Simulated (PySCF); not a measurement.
A geometry optimisation, step by step.

Compound: dipropylamine, C6H15N.
Bonds: C1–C2, C2–C3, C3–N4, N4–C5, C5–C6, C6–C7. Hydrogens: H8, H9, H10 on C1; H11, H12 on C2; H13, H14 on C3; H15 on N4; H16, H17 on C5; H18, H19 on C6; H20, H21, H22 on C7.

Computed by this run: PySCF, PBE0-D3(BJ)/def2-SVP geometry optimisation, gas phase; density fitting, grid level 2; the optimiser is geomeTRIC in internal coordinates, started from a GFN2-xTB structure. The frame can shift and turn from step to step; on so coarse a grid that alone can change the energy by a few meV, and forces under 0.02 eV/Å are noise.

Step 0: E = -7942.0608 eV, largest atomic force 0.930 eV/Å
```
atom  x, y, z in Å  |  force x, y, z in eV/Å
C1      3.698   -0.201    0.544   -0.469  -0.148  -0.489
C2      2.474   -0.340   -0.352   -0.004   0.281   0.849
C3      1.182   -0.066    0.411   -0.081  -0.255  -0.885
N4      0.039   -0.127   -0.479   -0.023   0.082   0.343
C5     -1.227    0.066    0.201    0.207  -0.274  -0.865
C6     -2.389   -0.072   -0.777   -0.116   0.288   0.839
C7     -3.727    0.207   -0.106    0.529  -0.206  -0.402
H8      3.645   -0.903    1.375    0.063  -0.267   0.384
H9      3.759    0.805    0.952    0.092   0.425   0.212
H10     4.608   -0.400   -0.016    0.431  -0.068  -0.141
H11     2.541    0.359   -1.187   -0.046   0.176  -0.336
H12     2.437   -1.350   -0.767   -0.032  -0.329  -0.218
H13     1.095   -0.777    1.255    0.041  -0.067   0.253
H14     1.213    0.943    0.835    0.074   0.247   0.230
H15     0.032   -1.026   -0.955   -0.003  -0.076  -0.040
H16    -1.221    1.076    0.625   -0.084   0.251   0.211
H17    -1.365   -0.644    1.040   -0.087  -0.059   0.242
H18    -2.232    0.622   -1.604    0.121   0.170  -0.324
H19    -2.390   -1.084   -1.190    0.031  -0.329  -0.212
H20    -3.748    1.217    0.296   -0.081   0.432   0.195
H21    -4.542    0.102   -0.817   -0.406  -0.019  -0.215
H22    -3.894   -0.490    0.713   -0.159  -0.256   0.368
```

Step 1: E = -7942.1168 eV, largest atomic force 0.181 eV/Å
```
atom  x, y, z in Å  |  force x, y, z in eV/Å
C1      3.719   -0.258    0.647    0.051   0.025   0.082
C2      2.488   -0.388   -0.230   -0.041  -0.047  -0.155
C3      1.189   -0.133    0.513    0.018   0.037   0.175
N4      0.042   -0.219   -0.354    0.002  -0.050  -0.069
C5     -1.223   -0.002    0.302   -0.042   0.040   0.172
C6     -2.393   -0.122   -0.658    0.062  -0.052  -0.146
C7     -3.736    0.146   -0.005   -0.061   0.031   0.072
H8      3.686   -0.964    1.494    0.007   0.022  -0.025
H9      3.801    0.758    1.069    0.006  -0.036  -0.011
H10     4.644   -0.458    0.084   -0.029   0.005   0.006
H11     2.541    0.313   -1.082   -0.002  -0.036   0.033
H12     2.453   -1.402   -0.672    0.006   0.055   0.015
H13     1.127   -0.827    1.388    0.002   0.043  -0.052
H14     1.217    0.885    0.950   -0.014  -0.055  -0.029
H15     0.033   -1.128   -0.817    0.003   0.025  -0.009
H16    -1.216    1.017    0.738    0.012  -0.057  -0.027
H17    -1.388   -0.691    1.168    0.012   0.043  -0.051
H18    -2.223    0.573   -1.499   -0.008  -0.035   0.032
H19    -2.391   -1.138   -1.097   -0.003   0.055   0.013
H20    -3.780    1.168    0.408   -0.009  -0.036  -0.012
H21    -4.565    0.042   -0.721    0.029   0.002   0.011
H22    -3.926   -0.552    0.827    0.000   0.022  -0.025
```

Step 2: E = -7942.1181 eV, largest atomic force 0.032 eV/Å
```
atom  x, y, z in Å  |  force x, y, z in eV/Å
C1      3.721   -0.254    0.640    0.009   0.003   0.011
C2      2.484   -0.388   -0.231   -0.001  -0.003  -0.015
C3      1.189   -0.136    0.523    0.013   0.005   0.029
N4      0.041   -0.224   -0.343   -0.001  -0.017  -0.006
C5     -1.225   -0.005    0.312   -0.016   0.006   0.027
C6     -2.389   -0.123   -0.657    0.003  -0.004  -0.014
C7     -3.736    0.150   -0.012   -0.011   0.004   0.010
H8      3.697   -0.960    1.486   -0.001  -0.002  -0.005
H9      3.805    0.760    1.063   -0.002  -0.002  -0.004
H10     4.641   -0.452    0.070    0.001   0.000  -0.003
H11     2.529    0.312   -1.082   -0.001   0.000   0.006
H12     2.449   -1.401   -0.673    0.002   0.004   0.007
H13     1.132   -0.829    1.397    0.000   0.001  -0.013
H14     1.216    0.880    0.959   -0.001  -0.002  -0.009
H15     0.032   -1.130   -0.809    0.001   0.007  -0.001
H16    -1.217    1.012    0.747    0.002  -0.002  -0.009
H17    -1.394   -0.693    1.175    0.002   0.001  -0.013
H18    -2.211    0.570   -1.496    0.000   0.000   0.006
H19    -2.386   -1.137   -1.097   -0.002   0.004   0.006
H20    -3.783    1.170    0.401    0.002  -0.002  -0.004
H21    -4.559    0.048   -0.735   -0.001   0.000  -0.003
H22    -3.935   -0.548    0.817    0.002  -0.002  -0.004
```

Step 3: E = -7942.1181 eV, largest atomic force under 0.02 eV/Å
```
atom  x, y, z in Å  |  force x, y, z in eV/Å
C1      3.724   -0.252    0.637   -0.002   0.000   0.000
C2      2.484   -0.388   -0.230    0.000   0.002   0.001
C3      1.190   -0.138    0.527   -0.003   0.003   0.000
N4      0.040   -0.228   -0.338   -0.001  -0.005   0.003
C5     -1.227   -0.007    0.316    0.003   0.002   0.001
C6     -2.388   -0.123   -0.656    0.000   0.002   0.001
C7     -3.738    0.152   -0.015    0.002   0.000   0.001
H8      3.704   -0.959    1.482    0.000  -0.002   0.000
H9      3.807    0.762    1.059   -0.001   0.002   0.000
H10     4.642   -0.448    0.063    0.001   0.000  -0.002
H11     2.525    0.312   -1.081   -0.001   0.003  -0.001
H12     2.450   -1.401   -0.672    0.000  -0.004   0.001
H13     1.136   -0.832    1.400    0.000  -0.004  -0.001
H14     1.216    0.878    0.962    0.000   0.003  -0.001
H15     0.032   -1.133   -0.805    0.000   0.001   0.000
H16    -1.218    1.010    0.750    0.001   0.003  -0.001
H17    -1.398   -0.695    1.178   -0.001  -0.004  -0.001
H18    -2.207    0.570   -1.494    0.001   0.003  -0.001
H19    -2.387   -1.137   -1.097    0.000  -0.004   0.001
H20    -3.784    1.172    0.398    0.001   0.002   0.000
H21    -4.559    0.051   -0.742    0.000   0.000  -0.002
H22    -3.941   -0.547    0.813    0.000  -0.002   0.000
```

**Question.** Summarise the path.

**Answer.** The energy falls by 5.53 kJ/mol from step 0 to step 3; nine tenths of that is first reached at step 1. It falls at every step. The largest force goes from 0.930 to under 0.02 eV/Å. Among the bonds C1–H9 changes most (a near tie, within 0.001 Å, with another), from 1.087 to 1.102 Å; the atoms move by 0.036 Å rms after alignment.

**Question.** Follow the three bonds and two angles with the largest change from start to end.

**Answer.** 
```tsv
step	E above end (kJ/mol)	largest force (eV/Å)	C1–H9 (Å)	C7–H20 (Å)	C7–H22 (Å)	H16–C5–H17 (°)	H13–C3–H14 (°)
0	5.53	0.930	1.087	1.088	1.088	107.4	107.4
1	0.13	0.181	1.103	1.103	1.103	105.2	105.2
2	0.00	0.032	1.102	1.102	1.102	105.3	105.3
3	0.00	under 0.02	1.102	1.102	1.102	105.4	105.4
```

What follows is the cost of the whole optimisation. Hardware: an Arm Neoverse V1 with one thread, shared host. Cost: 59 s of wall time, 0.79 GiB resident at most.
